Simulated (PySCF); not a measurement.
## Calculated data, BH₃NO

Computed with PySCF 2.14.0. Calculation on a computer-drawn molecule: vertical ionisation energy to the stated ion spin, frozen-core CCSD(T) at the basis limit and cheaper methods, single-reference cases, UHF for radicals, no spin-orbit; all values are single points at the evaluated structure, the first of each entry, which is the reference or a displaced copy of it and isn't optimised; the reference structure only sets the zero of the energies above reference; triples share is (T) over the correlation energy.

Common to all runs: charge 1; multiplicity 1; ion multiplicity 2; diffuse functions no; basis cc-pVnZ; reference is the Hartree-Fock double-zeta minimum; best is HF at quadruple zeta + MP2 correlation extrapolated from triple and quadruple zeta + CCSD(T) minus MP2 at triple zeta; basis step is the size of the change from the same recipe one zeta lower.

(1) BH₃NO

Evaluated structure:
```xyz
6
BH3NO
N      0.2071    -0.6154     1.7338
B     -0.8640    -0.4966     1.0322
O     -1.9366    -0.3972     0.3726
H      0.6849    -1.4060     1.9089
H      0.6419     0.1922     2.3126
H     -3.2465    -0.7002     0.6358
```

Reference structure:
```xyz
6
BH3NO
N      0.2221    -0.5950     1.7700
B     -0.8870    -0.5336     1.0461
O     -1.8982    -0.4616     0.3025
H      0.7377    -1.4509     1.8994
H      0.6243     0.2150     2.2142
H     -2.8101    -0.5731     0.5663
```

It finds ionisation energy best 18.35 eV; ionisation energy basis step 0.03918 eV; energy above reference best 51.14 kcal/mol; energy above reference basis step 0.1271 kcal/mol; ionisation energy Koopmans at triple zeta 19.05 eV; ionisation energy EOM CCSD at triple zeta 18.22 eV; total energy HF triple zeta -155.5319 hartree; total energy CCSD(T) triple zeta -156.0953 hartree; total energy best -156.1740 hartree; T1 diagnostic at triple zeta 0.01485; D1 diagnostic at triple zeta 0.03944; ion T1 diagnostic at triple zeta 0.03303; ion D1 diagnostic at triple zeta 0.1611; ion spin squared at triple zeta 0.7646; triples share at triple zeta 0.03849; basis functions triple zeta 132.

Drawn bonds:
```csv
atom,other atom,order
1,2,1
2,3,1
1,4,1
1,5,1
3,6,1
```

Triple zeta:
```csv
method,ionisation energy (eV),energy above reference (kcal/mol)
HF,16.96,59.23
PBE,18.01,46.43
r2SCAN,17.97,49.59
B3LYP,18.17,49.06
wB97X,18.23,51.57
MP2,18.31,50.96
CCSD,18.16,52.68
CCSD(T),18.19,51.51
```

(2) BH₃NO

Evaluated structure:
```xyz
6
BH3NO
N      0.2870    -0.5369     1.9317
B     -0.8072    -0.5016     1.0796
O     -1.9862    -0.4743     0.3871
H      0.7152    -1.2749     1.9214
H      0.6953     0.2572     2.3125
H     -2.7930    -0.5618     0.6370
```

Reference structure:
```xyz
6
BH3NO
N      0.2221    -0.5950     1.7700
B     -0.8870    -0.5336     1.0461
O     -1.8982    -0.4616     0.3025
H      0.7377    -1.4509     1.8994
H      0.6243     0.2150     2.2142
H     -2.8101    -0.5731     0.5663
```

The calculation gives: ionisation energy best 19.08 eV; ionisation energy basis step 0.04732 eV; energy above reference best 41.42 kcal/mol; energy above reference basis step 0.4813 kcal/mol; ionisation energy Koopmans at triple zeta 19.71 eV; ionisation energy EOM CCSD at triple zeta 19.04 eV; total energy HF triple zeta -155.5615 hartree; total energy CCSD(T) triple zeta -156.1117 hartree; total energy best -156.1895 hartree; T1 diagnostic at triple zeta 0.01579; D1 diagnostic at triple zeta 0.04366; ion T1 diagnostic at triple zeta 0.02871; ion D1 diagnostic at triple zeta 0.1263; ion spin squared at triple zeta 0.7578; triples share at triple zeta 0.03649; basis functions triple zeta 132.

Drawn bonds:
```csv
atom,other atom,order
1,2,1
2,3,1
1,4,1
1,5,1
3,6,1
```

Triple zeta:
```csv
method,ionisation energy (eV),energy above reference (kcal/mol)
HF,17.64,40.66
PBE,18.81,42.93
r2SCAN,18.76,42.28
B3LYP,18.98,42.39
wB97X,19,41.86
MP2,19.05,41.49
CCSD,18.9,41.33
CCSD(T),18.93,41.17
```

(3) BH₃NO

Evaluated structure:
```xyz
6
BH3NO
N      0.1966    -0.5260     1.7938
B     -0.8785    -0.5781     1.0935
O     -1.9316    -0.4768     0.3097
H      0.7770    -1.4569     1.8682
H      0.6289     0.0848     2.1681
H     -2.7769    -0.5604     0.5193
```

Reference structure:
```xyz
6
BH3NO
N      0.2221    -0.5950     1.7700
B     -0.8870    -0.5336     1.0461
O     -1.8982    -0.4616     0.3025
H      0.7377    -1.4509     1.8994
H      0.6243     0.2150     2.2142
H     -2.8101    -0.5731     0.5663
```

Results for BH₃NO: ionisation energy best 19.41 eV; ionisation energy basis step 0.04821 eV; energy above reference best 37.11 kcal/mol; energy above reference basis step 0.2046 kcal/mol; ionisation energy Koopmans at triple zeta 20.07 eV; ionisation energy EOM CCSD at triple zeta 19.33 eV; total energy HF triple zeta -155.5687 hartree; total energy CCSD(T) triple zeta -156.1175 hartree; total energy best -156.1964 hartree; T1 diagnostic at triple zeta 0.01375; D1 diagnostic at triple zeta 0.03914; ion T1 diagnostic at triple zeta 0.02973; ion D1 diagnostic at triple zeta 0.1404; ion spin squared at triple zeta 0.7587; triples share at triple zeta 0.03559; basis functions triple zeta 132.

Drawn bonds:
```csv
atom,other atom,order
1,2,1
2,3,1
1,4,1
1,5,1
3,6,1
```

Triple zeta:
```csv
method,ionisation energy (eV),energy above reference (kcal/mol)
HF,18.02,36.12
PBE,19.06,38.39
r2SCAN,19.04,37.25
B3LYP,19.25,37.34
wB97X,19.3,37.4
MP2,19.39,37.64
CCSD,19.23,37.35
CCSD(T),19.25,37.53
```

(4) BH₃NO

Evaluated structure:
```xyz
6
BH3NO
N      0.2190    -0.6075     1.7584
B     -0.9032    -0.5229     1.0438
O     -1.8990    -0.4679     0.2969
H      0.7537    -1.4577     1.8947
H      0.6225     0.2337     2.2075
H     -2.8013    -0.5634     0.5645
```

Reference structure:
```xyz
6
BH3NO
N      0.2221    -0.5950     1.7700
B     -0.8870    -0.5336     1.0461
O     -1.8982    -0.4616     0.3025
H      0.7377    -1.4509     1.8994
H      0.6243     0.2150     2.2142
H     -2.8101    -0.5731     0.5663
```

The calculation gives: ionisation energy best 18.71 eV; ionisation energy basis step 0.04404 eV; energy above reference best 0.7693 kcal/mol; energy above reference basis step 0.0511 kcal/mol; ionisation energy Koopmans at triple zeta 19.35 eV; ionisation energy EOM CCSD at triple zeta 18.62 eV; total energy HF triple zeta -155.6247 hartree; total energy CCSD(T) triple zeta -156.1761 hartree; total energy best -156.2543 hartree; T1 diagnostic at triple zeta 0.01322; D1 diagnostic at triple zeta 0.03467; ion T1 diagnostic at triple zeta 0.02197; ion D1 diagnostic at triple zeta 0.09411; ion spin squared at triple zeta 0.7588; triples share at triple zeta 0.03602; basis functions triple zeta 132.

Drawn bonds:
```csv
atom,other atom,order
1,2,1
2,3,1
1,4,1
1,5,1
3,6,1
```

Triple zeta:
```csv
method,ionisation energy (eV),energy above reference (kcal/mol)
HF,17.22,0.9506
PBE,18.52,0.6583
r2SCAN,18.43,0.7736
B3LYP,18.62,0.7726
wB97X,18.61,0.8199
MP2,18.67,0.8514
CCSD,18.5,0.8208
CCSD(T),18.56,0.7992
```
